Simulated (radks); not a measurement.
Task: Eu, 63 electrons, occupied as [Xe] 4f7 6s2. All-electron calculation, Dirac Kohn-Sham, BLYP, spin-unpolarised, spherical densities, point nucleus; open shells fill j = l - 1/2 first. Program: a radial shooting solver on a logarithmic mesh with Libxc functionals.

Spin-orbit splittings of the eigenvalues, e(l+1/2) - e(l-1/2), with zeta = 2 splitting/(2l+1) and mean radii in bohr:

shell  occ.  splitting (eV)  zeta (eV)  <r> j=l-1/2  <r> j=l+1/2
2p        6           648.3      432.2      0.07906      0.08579
3p        6           132.1      88.09       0.2388       0.2517
3d       10           28.75      11.50       0.2236       0.2276
4p        6           29.18      19.45       0.5792       0.6086
4d       10           5.232      2.093       0.6484       0.6589
4f        7               ?          ?       0.9739       0.9978
5p        6           3.795      2.530        1.565        1.667

Estimate the 4f splitting.

Result: 0.6118 eV (zeta = 0.1748 eV).
